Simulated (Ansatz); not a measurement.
SiH2Me(OMe) (C₂H₈OSi). Total charge 0; singlet. Geometry PBE0-D4/def2-SVP, basis def2-TZVP, Ansatz.

| run | HOMO (eV) | LUMO (eV) |
| --- | --- | --- |
| A | -6.51 | -0.42 |
| B | -7.93 | 0.71 |
| C | -7.32 | 0.61 |
| D | -6.75 | 0.33 |
| E | -11.73 | 3.47 |
| F | -6.41 | -0.14 |

Question: The runs used HF, LDA (SPW92), PBE, PBE0, r2SCAN, r2SCANh. Estimate which is which.

Answer: A LDA (SPW92) (0 % exact exchange); B PBE0 (25 % exact exchange); C r2SCANh (10 % exact exchange); D r2SCAN (0 % exact exchange); E HF (100 % exact exchange); F PBE (0 % exact exchange). Exact exchange lowers occupied and raises empty levels; among semilocal functionals meta-GGAs tend to open the gap a little, and such runs are hard to tell apart. The gap grows from 6.09 eV (LDA (SPW92)) to 15.20 eV (HF).
